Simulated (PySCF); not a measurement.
# Vibration and rotation of SrBr

r²SCAN constants of SrBr, ²Σ⁺ (doublet), unpaired electrons σ ↑ (PySCF, spin-free X2C with a Gaussian nucleus, basis sets Sr x2c-TZVPPall, Br x2c-TZVPPall; masses 87.9056 and 78.9183 u):

```
ωe              : 215.4 cm⁻¹
ωexe            : 0.518 cm⁻¹
Be              : 0.054265 cm⁻¹
αe              : 0.000187 cm⁻¹
D (centrifugal) : 1.38e-08 cm⁻¹
De to Sr + Br   : 4.19 eV
```

Problem. Give the vibrational terms G(v) and spacings up to v = 6.

Solution. G(v) = ωe(v+½) − ωexe(v+½)².

| v | G(v) (cm⁻¹) | G(v) − G(v−1) | Bv (cm⁻¹) |
| --- | --- | --- | --- |
| 0 | 107.6 |  | 0.05417 |
| 1 | 321.9 | 214.4 | 0.05398 |
| 2 | 535.3 | 213.3 | 0.05380 |
| 3 | 747.6 | 212.3 | 0.05361 |
| 4 | 958.8 | 211.3 | 0.05342 |
| 5 | 1169.0 | 210.2 | 0.05324 |
| 6 | 1378.2 | 209.2 | 0.05305 |

Problem. How well does the Morse estimate ωe²/(4ωexe) reproduce De, and what is D0?

Solution. It gives 2.78 eV, 66 % of the computed De. D0 = De − G(0) = 4.19 − 0.01 = 4.18 eV.

Spin–orbit coupling is left out. The state was picked by a PBE0 search and need not be the measured ground state.
